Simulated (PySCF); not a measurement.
Si(F)2(OH)(OSiH3) (F₂H₄O₂Si₂), SMILES O[Si](F)(F)O[SiH3]. Coordinates come from a PBE-D3(BJ)/def2-SVP optimisation. This is a generated structure with no PubChem entry under its InChIKey; it may be hypothetical. One conformer was computed; it need not be the lowest.

Task: Give the equilibrium geometry at PBE-D3(BJ)/def2-SVP (PySCF confirms it by a frequency run) as Cartesian coordinates in Å. (An estimate is asked for; the answer gives what the named calculation found.)

Result: One answer among several that fit: 
```xyz
10

O      1.7550     1.1590     0.4183
Si     0.7617    -0.1219     0.1426
F      0.2944    -0.8256     1.5304
F      1.5322    -1.2778    -0.6918
O     -0.5525     0.3974    -0.6734
Si    -2.2297     0.4235    -0.4932
H      2.6410     0.9473     0.7588
H     -2.7598    -0.9793    -0.4067
H     -2.7888     1.1114    -1.7005
H     -2.6003     1.1781     0.7515
```
